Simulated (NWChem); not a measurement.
Program: NWChem. System: CH$_{6}$ClFSi$_{2}$, charge 0, spin multiplicity 1, at a geometry optimised with B3LYP/def2-SVP. The structure started from a generated list of species. Level: LDA (SVWN5)/def2-SVP.

Job file:

```
start mol
memory heap 200 mb stack 800 mb global 1000 mb
geometry units angstroms nocenter noautoz noautosym
  Si     1.560565     0.375655     0.389386
  F      3.114284    -0.127222     0.363394
  C      0.500231    -0.967962    -0.384330
  Si    -1.223283    -0.477416    -0.943073
  Cl    -2.156933     0.622035     0.571239
  H      1.191888     0.612931     1.807505
  H      1.488054     1.631697    -0.404364
  H      1.032380    -1.347059    -1.277267
  H      0.425186    -1.810980     0.324407
  H     -1.156854     0.387727    -2.151218
  H     -2.064689    -1.671485    -1.223088
end
basis spherical
  * library def2-svp
end
dft
  xc slater vwn_5
  semidirect memsize 60000000 filesize 0
  iterations 100
end
task dft energy
```

Output (cleaned and shortened):

```
             Northwest Computational Chemistry Package (NWChem) 7.3.0
             --------------------------------------------------------

                                NWChem Input Module
                                -------------------

 Scaling coordinates for geometry "geometry" by  1.889725989
 (inverse scale =  0.529177249)

                             Geometry "geometry" -> ""
                             -------------------------

 Output coordinates in angstroms (scale by  1.889725989 to convert to a.u.)

  No.       Tag          Charge          X              Y              Z
 ---- ---------------- ---------- -------------- -------------- --------------
    1 Si                  14.0000     1.56056500     0.37565500     0.38938600
    2 F                    9.0000     3.11428400    -0.12722200     0.36339400
    3 C                    6.0000     0.50023100    -0.96796200    -0.38433000
    4 Si                  14.0000    -1.22328300    -0.47741600    -0.94307300
    5 Cl                  17.0000    -2.15693300     0.62203500     0.57123900
    6 H                    1.0000     1.19188800     0.61293100     1.80750500
    7 H                    1.0000     1.48805400     1.63169700    -0.40436400
    8 H                    1.0000     1.03238000    -1.34705900    -1.27726700
    9 H                    1.0000     0.42518600    -1.81098000     0.32440700
   10 H                    1.0000    -1.15685400     0.38772700    -2.15121800
   11 H                    1.0000    -2.06468900    -1.67148500    -1.22308800

 Effective nuclear repulsion energy (a.u.)     348.0684981623

            Nuclear Dipole moment (a.u.)
            ----------------------------
        X                 Y               Z
 ---------------- ---------------- ----------------
    -0.0000113384     0.0000037795    -0.0000264562


 Summary of "ao basis" -> "" (spherical)
 ------------------------------------------------------------------------------
       Tag                 Description            Shells   Functions and Types
 ---------------- ------------------------------  ------  ---------------------
 *                          def2-svp                  on all atoms

                                 NWChem DFT Module
                                 -----------------

 Summary of "ao basis" -> "ao basis" (spherical)
 ------------------------------------------------------------------------------
       Tag                 Description            Shells   Functions and Types
 ---------------- ------------------------------  ------  ---------------------
 Si                         def2-svp                 8       18   4s3p1d
 F                          def2-svp                 6       14   3s2p1d
 C                          def2-svp                 6       14   3s2p1d
 Cl                         def2-svp                 8       18   4s3p1d
 H                          def2-svp                 3        5   2s1p

 Summary of "ao basis" -> "ao basis" (spherical)
 ------------------------------------------------------------------------------
       Tag                 Description            Shells   Functions and Types
 ---------------- ------------------------------  ------  ---------------------
 Si                         def2-svp                 8       18   4s3p1d
 F                          def2-svp                 6       14   3s2p1d
 C                          def2-svp                 6       14   3s2p1d
 Cl                         def2-svp                 8       18   4s3p1d
 H                          def2-svp                 3        5   2s1p

            General Information
            -------------------
          SCF calculation type: DFT
          Wavefunction type:  closed shell.
          No. of atoms     :    11
          No. of electrons :    66
           Alpha electrons :    33
            Beta electrons :    33
          Charge           :     0
          Spin multiplicity:     1
          Use of symmetry is: off; symmetry adaption is: off
          Maximum number of iterations: 100
          AO basis - number of functions:   112
                     number of shells:    54
          Convergence on energy requested:  1.00D-06
          Convergence on density requested:  1.00D-05
          Convergence on gradient requested:  5.00D-04

              XC Information
              --------------
                        Slater Exchange Functional  1.000 local
                      VWN V Correlation Functional  1.000 local

             Grid Information
             ----------------
          Grid used for XC integration:  medium
          Radial quadrature: Mura-Knowles
          Angular quadrature: Lebedev.
          Tag              B.-S. Rad. Rad. Pts. Rad. Cut. Ang. Pts.
          ---              ---------- --------- --------- ---------
          Si                  1.10       88          11.0       590
          F                   0.50       49          13.0       434
          C                   0.70       49           9.0       434
          Cl                  1.00       88          11.0       590
          H                   0.35       45          12.0       434
          Grid pruning is: on
          Number of quadrature shells:   632
          Spatial weights used:  Erf1

          Convergence Information
          -----------------------
          Convergence aids based upon iterative change in
          total energy or number of iterations.
          Levelshifting, if invoked, occurs when the
          HOMO/LUMO gap drops below (HL_TOL):  1.00D-02
          DIIS, if invoked, will attempt to extrapolate
          using up to (NFOCK): 10 stored Fock matrices.

                    Damping( 0%)  Levelshifting(0.5)       DIIS
                  --------------- ------------------- ---------------
          dE  on:    start            ASAP                start
          dE off:    2 iters        100 iters           100 iters

      Screening Tolerance Information
      -------------------------------
          Density screening/tol_rho:  1.00D-10
          AO Gaussian exp screening on grid/accAOfunc:  14
          CD Gaussian exp screening on grid/accCDfunc:  20
          XC Gaussian exp screening on grid/accXCfunc:  20
          Schwarz screening/accCoul:  1.00D-08

      Superposition of Atomic Density Guess
      -------------------------------------

 Sum of atomic energies:       -1176.71360381

      Non-variational initial energy
      ------------------------------

 Total energy =   -1178.361875
 1-e energy   =   -2322.046871
 2-e energy   =     795.616497
 HOMO         =      -0.361127
 LUMO         =       0.056960

------------------------------------------------------------
EAF file 0: "./mol.aoints.0" size=524288 bytes
------------------------------------------------------------
               write      read    awrite     aread      wait
               -----      ----    ------     -----      ----
     calls:        1         0         0         0         0
   data(b): 5.24e+05  0.00e+00  0.00e+00  0.00e+00
   time(s): 0.00e+00  0.00e+00  0.00e+00  0.00e+00  0.00e+00
rate(mb/s): 0.00e+00  0.00e+00
------------------------------------------------------------

   convergence    iter        energy       DeltaE   RMS-Dens  Diis-err    time
 ---------------- ----- ----------------- --------- --------- ---------  ------
 d= 0,ls=0.0,diis     1  -1175.4779440166 -1.52D+03  1.95D-02  1.23D+00     3.2
 d= 0,ls=0.0,diis     2  -1175.3108495531  1.67D-01  1.29D-02  2.79D+00     3.7
 d= 0,ls=0.0,diis     3  -1175.5638958874 -2.53D-01  2.82D-03  2.05D-01     4.2
 d= 0,ls=0.0,diis     4  -1175.5775828697 -1.37D-02  1.40D-03  2.55D-02     4.7
 d= 0,ls=0.0,diis     5  -1175.5809286164 -3.35D-03  3.76D-04  1.43D-03     5.2
  Resetting Diis
 d= 0,ls=0.0,diis     6  -1175.5811074874 -1.79D-04  1.15D-04  1.38D-04     5.7
 d= 0,ls=0.0,diis     7  -1175.5811259548 -1.85D-05  8.09D-05  1.78D-05     6.2
 d= 0,ls=0.0,diis     8  -1175.5811208722  5.08D-06  5.23D-05  5.80D-05     6.8
 d= 0,ls=0.0,diis     9  -1175.5811282042 -7.33D-06  3.53D-06  1.71D-07     7.3
 d= 0,ls=0.0,diis    10  -1175.5811282276 -2.34D-08  8.95D-07  8.97D-09     7.8

         Total DFT energy =    -1175.581128227585
      One electron energy =    -2325.032785586157
           Coulomb energy =      884.694664680131
    Exchange-Corr. energy =      -83.311505483906
 Nuclear repulsion energy =      348.068498162348

 Numeric. integr. density =       65.999966466885

     Total iterative time =      7.3s

                       DFT Final Molecular Orbital Analysis
                       ------------------------------------

 Vector   31  Occ=2.000000D+00  E=-2.938113D-01
              MO Center=  1.5D+00,  6.0D-01,  1.9D-01, r^2= 3.3D+00
   Bfn.  Coefficient  Atom+Function         Bfn.  Coefficient  Atom+Function
  ----- ------------  ---------------      ----- ------------  ---------------
    88      0.329407   7 H  s                89      0.251947   7 H  s
    23      0.234856   2 F  py               24     -0.199889   2 F  pz
    83     -0.197768   6 H  s                 9      0.180582   1 Si py
    26     -0.167408   2 F  py               84     -0.161730   6 H  s
    10     -0.156366   1 Si pz               37     -0.151998   3 C  py

 Vector   32  Occ=2.000000D+00  E=-2.751491D-01
              MO Center= -1.5D+00,  3.3D-01,  3.7D-02, r^2= 3.6D+00
   Bfn.  Coefficient  Atom+Function         Bfn.  Coefficient  Atom+Function
  ----- ------------  ---------------      ----- ------------  ---------------
    77      0.368273   5 Cl pz               76     -0.329621   5 Cl py
    74      0.274575   5 Cl pz               73     -0.241886   5 Cl py
    75      0.223703   5 Cl px              103      0.198260  10 H  s
   104      0.176592  10 H  s                36      0.173717   3 C  px
    72      0.163227   5 Cl px               71      0.160342   5 Cl pz

 Vector   33  Occ=2.000000D+00  E=-2.738779D-01
              MO Center= -1.4D+00, -4.0D-02,  3.6D-03, r^2= 4.4D+00
   Bfn.  Coefficient  Atom+Function         Bfn.  Coefficient  Atom+Function
  ----- ------------  ---------------      ----- ------------  ---------------
    75      0.378717   5 Cl px               76      0.322517   5 Cl py
    72      0.276565   5 Cl px               73      0.241034   5 Cl py
   108      0.233185  11 H  s               109      0.200730  11 H  s
    36      0.186106   3 C  px               69      0.161855   5 Cl px
    70      0.140597   5 Cl py               54     -0.120267   4 Si px

 Vector   34  Occ=0.000000D+00  E=-3.197528D-02
              MO Center= -5.3D-01, -2.1D-01, -5.9D-01, r^2= 5.2D+00
   Bfn.  Coefficient  Atom+Function         Bfn.  Coefficient  Atom+Function
  ----- ------------  ---------------      ----- ------------  ---------------
    58      0.627907   4 Si py               59      0.577335   4 Si pz
    57     -0.474507   4 Si px               68     -0.441685   5 Cl s
    11     -0.392360   1 Si px               77      0.354823   5 Cl pz
    12      0.251506   1 Si py              109      0.251931  11 H  s
    21      0.216517   2 F  s                75     -0.214480   5 Cl px

 Vector   35  Occ=0.000000D+00  E=-1.788303D-02
              MO Center=  2.0D-01,  3.4D-02, -1.2D-01, r^2= 6.1D+00
   Bfn.  Coefficient  Atom+Function         Bfn.  Coefficient  Atom+Function
  ----- ------------  ---------------      ----- ------------  ---------------
    11      0.822066   1 Si px               35      0.716571   3 C  s
    49      0.595770   4 Si s                57     -0.490544   4 Si px
    59      0.379664   4 Si pz              109     -0.354767  11 H  s
    21     -0.322459   2 F  s                 4     -0.252316   1 Si s
    77      0.252227   5 Cl pz               76      0.247198   5 Cl py

 Vector   36  Occ=0.000000D+00  E=-1.919985D-03
              MO Center= -1.8D-01, -5.9D-01, -3.9D-01, r^2= 6.0D+00
   Bfn.  Coefficient  Atom+Function         Bfn.  Coefficient  Atom+Function
  ----- ------------  ---------------      ----- ------------  ---------------
    35      1.849284   3 C  s                59     -0.813150   4 Si pz
    57     -0.759300   4 Si px               99     -0.671011   9 H  s
    12      0.568742   1 Si py               94     -0.452715   8 H  s
    50     -0.415943   4 Si s               104     -0.391268  10 H  s
    84     -0.353751   6 H  s                13      0.326617   1 Si pz

 center of mass
 --------------
 x =   0.00152052 y =   0.03925066 z =   0.05656044

 moments of inertia (a.u.)
 ------------------
         366.373391822135          83.867859805522        -110.019558552099
          83.867859805522        1880.509726457385        -126.535988261629
        -110.019558552099        -126.535988261629        1846.345253478597

     Multipole analysis of the density
     ---------------------------------

     L   x y z        total         alpha         beta         nuclear
     -   - - -        -----         -----         ----         -------
     0   0 0 0     -0.000000    -33.000000    -33.000000     66.000000

     1   1 0 0     -0.174306     -0.087147     -0.087147     -0.000011
     1   0 1 0     -0.432444     -0.216224     -0.216224      0.000004
     1   0 0 1     -0.386495     -0.193234     -0.193234     -0.000026

     2   2 0 0    -45.167276   -439.341335   -439.341335    833.515394
     2   1 1 0      0.848469     16.307995     16.307995    -31.767521
     2   1 0 1      0.089553    -32.326841    -32.326841     64.743234
     2   0 2 0    -37.831842    -69.961193    -69.961193    102.090544
     2   0 1 1      0.545877    -33.650818    -33.650818     67.847513
     2   0 0 2    -37.902911    -78.743793    -78.743793    119.584675

 Task  times  cpu:        7.8s     wall:        7.8s

 Total times  cpu:        7.9s     wall:        7.9s
```
